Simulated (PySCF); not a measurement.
**Computed properties of C3H8FNSi, SMILES C/C=N/[C@H](F)[SiH3]**

C3H8FNSi, SMILES [SiH3][C@H](/N=C/C)F. Geometry: ωB97X-D3(BJ)/def2-SVP. The structure was generated by enumeration; whether it is a known compound was not checked. The values are those of a single conformer. All values are computed for the isolated molecule unless a solvent is named; none is compared with measurement here.

**Structure.** All 36 harmonic modes at ωB97X-D3(BJ)/def2-SVP (PySCF) are real, so it is a minimum. With heavy atoms numbered as in [CH3:1]/[CH:2]=[N:3]/[C@H:4]([F:5])[SiH3:6], the shortest bond between them is C2–N3 at 1.269 Å and the longest C4–Si6 at 1.913 Å.

**Vibrations.** The strongest infrared lines (harmonic, unscaled, degenerate partners summed) lie at 934 cm⁻¹ (224 km/mol, H 83 %, Si 10 %), 2279 cm⁻¹ (112 km/mol, H 96 %), 2268 cm⁻¹ (96 km/mol, H 98 %). The softest mode is at 95 cm⁻¹ and the zero-point energy is 66.1 kcal/mol.

**Electronic structure.** r2SCAN/def2-TZVP (PySCF) places the frontier levels at -6.67 and -1.19 eV, a gap of 5.48 eV, and gives a dipole moment of 0.98 D and a mean polarisability of 75.7 bohr³. PBE/def2-TZVP (PySCF) at the same geometry gives -6.36 and -1.41 eV, so its gap is 0.53 eV narrower. An orbital gap is neither the optical nor the fundamental gap.

**Excitations.** TDDFT-PBE0/def2-SVPD (PySCF) has S1 at 5.52 eV (225 nm, f = 0.002, dark); the most intense of the 10 singlets computed lies at 6.74 eV (f = 0.40). T1 (TDA) is at 4.62 eV. TDDFT-PBE/def2-SVPD (PySCF) puts S1 at 5.22 eV. No vertical singlet excitation falls in the visible range (under 3.1 eV).

**NMR.** GIAO shifts at HF/pcSseg-1 (PySCF) (non-relativistic, atoms alike by connectivity averaged): ¹³C from 25.8 to 164.8 ppm against TMS; ¹H from 2.4 to 8.0 ppm against TMS; ²⁹Si at -53.1 ppm against TMS; ¹⁹F at -179.8 ppm against CFCl3.

**Solvation.** SMD-ωB97X/6-31G* (PySCF) gives -0.8 kcal/mol in water, -2.3 kcal/mol in dimethylsulfoxide, -2.4 kcal/mol in n-hexane (1 M in both phases, gas-phase geometry).
